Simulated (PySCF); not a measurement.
# GeO₂ + HF → GeHF + O₂

Level: PBE0 in the def2-TZVP basis family, all electrons, no relativity, computed in PySCF with density fitting; open shells unrestricted.

```json
{"species": "GeO₂", "state and structure": "singlet, D∞h, Ge–O 1.613 Å (×2)", "E (Eh)": "-2227.04931", "ZPE (kJ/mol)": "14.7", "H(298 K) − H(0) (kJ/mol)": "11.7", "S° (J/(mol K))": "244.7"}
{"species": "HF", "state and structure": "singlet, C∞v, H–F 0.920 Å", "E (Eh)": "-100.39188", "ZPE (kJ/mol)": "24.9", "H(298 K) − H(0) (kJ/mol)": "8.7", "S° (J/(mol K))": "173.6"}
{"species": "GeHF", "state and structure": "singlet, Cs, Ge–F 1.757 Å, Ge–H 1.610 Å; F–Ge–H 94.2°", "E (Eh)": "-2177.13341", "ZPE (kJ/mol)": "19.8", "H(298 K) − H(0) (kJ/mol)": "10.5", "S° (J/(mol K))": "252.6"}
{"species": "O₂", "state and structure": "triplet, D∞h, O–O 1.193 Å", "E (Eh)": "-150.23561", "ZPE (kJ/mol)": "10.3", "H(298 K) − H(0) (kJ/mol)": "8.7", "S° (J/(mol K))": "204.9"}
```

**Question.** What is the electronic reaction energy?

**Answer.** At PBE0/def2-TZVP, ΔE = 189.5 kJ/mol from the differences of the total energies times 2625.5, uphill. Ligand exchange with HF takes part in thermal etching.

**Question.** Add zero-point, thermal and entropy terms for 298.15 K and 1 bar.

**Answer.** ΔZPE = -9.5 and Δ[H(298) − H(0)] = -1.2 kJ/mol give ΔH° = 178.8 kJ/mol. ΔS° = 39.2 J/(mol K), so ΔG° = 178.8 − 298.15 × (0.0392) = 167 kJ/mol.

Each species is the lowest minimum found with this bonding; other isomers or fragments can lie lower.
